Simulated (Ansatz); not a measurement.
Start from `NB(N)O[SiH3]` and change one element to get `[NH2][Al]([NH2])[O][SiH3]`.

Ansatz, PBE0-D4/def2-TZVP geometries, multiplicity 1. Each molecule was computed in one conformer, which needn't be the lowest.

```tsv
property	`NB(N)O[SiH3]`
LUMO energy (B3LYP/def2-TZVPP) / eV	0.13
LUMO energy (ωB97M-V/def2-TZVPP) / eV	1.88
HOMO energy (PBE/def2-TZVPP) / eV	-5.55
LUMO energy (PBE/def2-TZVPP) / eV	-0.45
HOMO–LUMO gap (PBE0/def2-TZVPP) / eV	7.36
HOMO energy (PBE0/def2-TZVPP) / eV	-6.97
```

Question: What does the change do to each property? (Estimate.)

Answer: Ansatz gave: 
```csv
property,`[NH2][Al]([NH2])[O][SiH3]`,shift
LUMO energy (B3LYP/def2-TZVPP) / eV,-0.44,-0.57
LUMO energy (ωB97M-V/def2-TZVPP) / eV,1.34,-0.54
HOMO energy (PBE/def2-TZVPP) / eV,-5.63,-0.08
LUMO energy (PBE/def2-TZVPP) / eV,-0.99,-0.54
HOMO–LUMO gap (PBE0/def2-TZVPP) / eV,6.89,-0.47
HOMO energy (PBE0/def2-TZVPP) / eV,-7.05,-0.08
```

With PBE0 the HOMO falls by 0.08 eV and the LUMO falls by 0.55 eV, so the gap narrows by about 0.47 eV. PBE moves the HOMO by -0.08 eV and ωB97M-V by -0.08 eV.

B3LYP here is the variant with VWN-RPA as its local correlation; programs differ in this.
